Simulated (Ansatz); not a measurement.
Appearance energy of a fragment ion: C3H10Si → [SiH3]+ + C3H7 + e⁻

Species: C3H10Si `CC(C)[SiH3]`, singlet; [SiH3]+ `[SiH3+]`, singlet; C3H7 (methylethyl) `C[CH]C`, doublet. 

Shapes, held fixed at every level: PBE0-D4/def2-TZVP. Programs: Ansatz 0.2.0. Electronic energies: no zero-point or thermal term.

| level | kind | ΔE (eV) | less CCSD(T)/CBS estimate |
| --- | --- | --- | --- |
| HF/def2-SVP | Hartree–Fock | +10.11 | -1.71 |
| B3LYP-D4/def2-TZVPP | global hybrid | +11.64 | -0.18 |
| r2SCAN0-D4/def2-TZVPP | global hybrid | +11.64 | -0.18 |
| wB97M-V/def2-TZVPP | range-separated hybrid | +11.68 | -0.14 |
| wB97X-V/def2-TZVPP | range-separated hybrid | +11.72 | -0.10 |
| CCSD(T)/def2-TZVPP | coupled cluster or CI | +11.68 | -0.14 |
| CCSD/def2-TZVPP | coupled cluster or CI | +11.54 | -0.28 |
| CCSD(T)/CBS estimate | coupled cluster or CI | +11.82 | 0.00 |

The highest level, CCSD(T)/CBS estimate, gives ΔE = +11.82 eV; the levels span +10.11 to +11.82. The column of differences is taken from that level and isn't an error. No measured value is set beside it here. Open shells run unrestricted unless RO is named. The CBS estimate extrapolates MP2 from def2-TZVPP and def2-QZVPP and adds CCSD(T) − MP2 in the triple-zeta set, cores frozen. The onset seen in experiment also holds zero-point changes and kinetic shifts.
